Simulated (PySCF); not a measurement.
Molecule: `O(CCCOC)C`, C5H12O2.

Cartesian coordinates in Å; atom numbers follow the order of the lines, from 1:
```xyz
19

C     2.592    0.809   -0.083
O     1.987   -0.237    0.638
C     1.375   -1.222   -0.162
C     0.097   -0.761   -0.871
C    -0.931   -0.230    0.121
O    -2.036    0.276   -0.595
C    -3.017    0.833    0.238
H     3.291    0.419   -0.833
H     1.854    1.445   -0.583
H     3.138    1.404    0.647
H     2.089   -1.594   -0.913
H     1.138   -2.034    0.531
H    -0.326   -1.603   -1.419
H     0.323    0.026   -1.592
H    -0.480    0.565    0.736
H    -1.254   -1.035    0.800
H    -3.416    0.088    0.940
H    -2.617    1.676    0.816
H    -3.817    1.184   -0.411
```

Frames of a GFN2-xTB Langevin trajectory at 200 K; GIAO PBE0/pcSseg-1 shieldings in PySCF, gas phase, non-relativistic; equivalent atoms averaged within each frame.

Referencing at the same level of theory: TMS for ¹³C (186.93 ppm), ¹H (31.72 ppm); ¹⁷O (336.08 ppm) vs H2O. The references are static minima.

Question: How do the shifts (ppm) fluctuate along the trajectory?

Answer: 
```tsv
time (fs)	C3/C5	C1/C7	C4	O2/O6	H11/H12/H15/H16	H8/H9/H10/H17/H18/H19	H13/H14
250	78.9	61.5	34.8	36.3	4.05	3.17	2.35
425	73.4	59.3	27.9	13.2	3.55	3.71	1.43
625	80.9	59.0	31.6	33.2	4.09	3.21	2.17
800	79.8	60.1	28.8	33.9	3.77	3.27	2.18
1000	71.9	59.0	29.9	17.1	3.74	3.45	1.27
mean of frames	77.0	59.8	30.6	26.7	3.84	3.36	1.88
standard deviation	4.1	1.1	2.7	10.7	0.23	0.22	0.49
```

5 frames give an uncertainty of the mean of about the standard deviation over 2.2 at best, since frames this close in time may not be independent; classical motion lacks zero-point vibration, and the reference would need the same averaging.
